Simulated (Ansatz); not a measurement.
Molecule: NbO, charge 0, multiplicity 4. The spin state was set by rule; other spins were not relaxed. 
Structure (B3LYP-D3(BJ)/def2-TZVP (Ansatz, a first-principles code) minimum search):
```xyz
2

Nb     0.0000     0.0000    -0.2756
O      0.0000     0.0000     1.4124
```
Charge 0, spin multiplicity 4.

Parts of the frozen-core correlation energy in def2-SVP (Ansatz, hartree). Frozen orbitals: 5; correlated occupied orbitals by spin: 7 and 4; virtual: 33 and 36. Open shells are spin-unrestricted. No spin-orbit coupling. In def2 rows, elements after Kr have scalar-relativistic effective core potentials.

```tsv
term	value
reference (HF)	-131.15690
MP2 opposite-spin	(withheld)
MP2 same-spin	(withheld)
CCSD correlation	-0.28479
(T)	(withheld)
CCSDT minus CCSD(T)	-0.00094
T1 diagnostic	0.040
largest doubles amplitude	0.062
<S^2> of the reference	3.849
```

Problem. Fill in the missing entries.

Solution. 
- MP2 opposite-spin, value: -0.19127
- MP2 same-spin, value: -0.10566
- (T), value: -0.01714
